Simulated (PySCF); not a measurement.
**B⁺ (boron, charge +1) across methods**

[He] 2s2, closed-shell 1S. Calculation: PySCF 2.14, in aug-cc-pVDZ (4s3p2d, 23 functions); the non-relativistic Hamiltonian (point nucleus). The B2PLYP total includes its PT2 part (frozen core); its orbital energies are those of the SCF part.

| method | E (hartree) | mean ε 1s (eV) | mean ε 2s (eV) | Σ⟨r²⟩ (bohr²) | ⟨S²⟩ |
| --- | --- | --- | --- | --- | --- |
| UHF | -24.23501 | -223.08 | -23.793 | 8.053 | 0.000 |
| LDA | -24.0322 | -191.51 | -19.451 | 8.021 | 0.000 |
| M06-L | -24.3322 | -197.00 | -19.715 | 7.823 | 0.000 |
| B2PLYP | -24.3198 | -209.94 | -21.963 | 7.996 | 0.000 |
| PBE | -24.2886 | -193.85 | -19.572 | 7.943 | 0.000 |
| B3LYP | -24.3395 | -200.43 | -20.642 | 7.961 | 0.000 |
| PBE0 | -24.2981 | -201.31 | -20.841 | 7.937 | 0.000 |
| LC-wPBE | -24.3026 | -199.83 | -23.845 | 7.922 | 0.000 |

(1) Estimate the same row for r2SCAN.

Results:

(1) E (hartree) = -24.3124; mean ε 1s (eV) = -197.03; mean ε 2s (eV) = -19.770; Σ⟨r²⟩ (bohr²) = 7.985; ⟨S²⟩ = 0.000.
